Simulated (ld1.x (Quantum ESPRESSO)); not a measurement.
Pb (Z = 82), PAW: configuration errors across variants

```json
{"Element": "Pb", "Generator": "ld1.x (Quantum ESPRESSO) 7.5", "Type": "PAW", "Functional": "PBE", "Relativity": "scalar-relativistic", "Frozen core": "[Xe] 4f14 5d10", "Valence charge": "4", "Reference configuration": "6s1 6p0 (charge +3)", "Partial waves": "6s (bound): rcut 1.85, rcutus 2.20 bohr; 6s channel at -0.45 Ry: rcut 1.85, rcutus 2.20 bohr; 6p (bound, empty): rcut 2.30, rcutus 2.60 bohr; 6p channel at -1.4 Ry: rcut 2.30, rcutus 2.60 bohr; 6d channel at 0.25 Ry: rcut 2.05, rcutus 2.65 bohr; 6d channel at 1.75 Ry: rcut 2.05, rcutus 2.65 bohr", "Local potential": "all-electron potential smoothed inside 2.15 bohr (lloc = -2)", "Core correction": "Bessel-smoothed model core inside 2.05 bohr", "Augmentation charge": "PSQ, inside the norm-conserving radii"}
```

All-electron excitation energies from the reference (eV): (1) 6s2 6p2 -52.430; (2) 6s2 6p1 -45.854; (3) 6s2 6p0 -32.410; (4) 6s1 6p2 -36.327; (5) 6s1 6p3 -43.693; (6) 6s0 6p4 -34.595; (7) 6s2 6p2.3 -53.229.

The overlap operator is not positive definite (basis up to 400 Ry) in “waves 6p (bound): rcut 2.30, rcutus 3.88 bohr; 6p channel at -1.4 Ry: rcut 2.30, rcutus 3.88 bohr”. Such files are unfit for use, however small their errors in these radial tests.

Tests that are not counted but printed errors over 1 eV. “waves 6p (bound): rcut 2.30, rcutus 3.88 bohr; 6p channel at -1.4 Ry: rcut 2.30, rcutus 3.88 bohr”: 6s2 6p2 (solver errors, printed error -70.8 eV).

5 further variants failed, have other tests or too few solved ones, and are left out.

Errors AE − PS in meV (a dash: test not solved or not reliable):

| change | (1) | (2) | (3) | (4) | (5) | (6) | (7) | bound ghosts |
| --- | --- | --- | --- | --- | --- | --- | --- | --- |
| base | -544 | -400 | -192 | -205 | -314 | -154 | -565 | none |
| local potential all-electron potential smoothed inside 2.35 bohr (lloc = -2) | -544 | -400 | -192 | -205 | -314 | -154 | -565 | none |
| waves 6s (bound): rcut 1.85, rcutus 2.22 bohr; 6s channel at -0.45 Ry: rcut 1.85, rcutus 2.22 bohr | -544 | -400 | -192 | -205 | -314 | -154 | -565 | none |
| waves 6p (bound): rcut 2.30, rcutus 3.88 bohr; 6p channel at -1.4 Ry: rcut 2.30, rcutus 3.88 bohr | – | -383 | -192 | -182 | – | – | – | not determined (overlap not positive) |
| waves 6d channel at 0.25 Ry: rcut 2.05, rcutus 3.94 bohr; 6d channel at 1.75 Ry: rcut 2.05, rcutus 3.94 bohr | -544 | -400 | -192 | -205 | -314 | -154 | -565 | none |

Problem. Give the same row for: local potential all-electron potential smoothed inside 3.04 bohr (lloc = -2).

Solution. -544, -400, -191, -206, -314, -154, -565; bound ghosts: none.
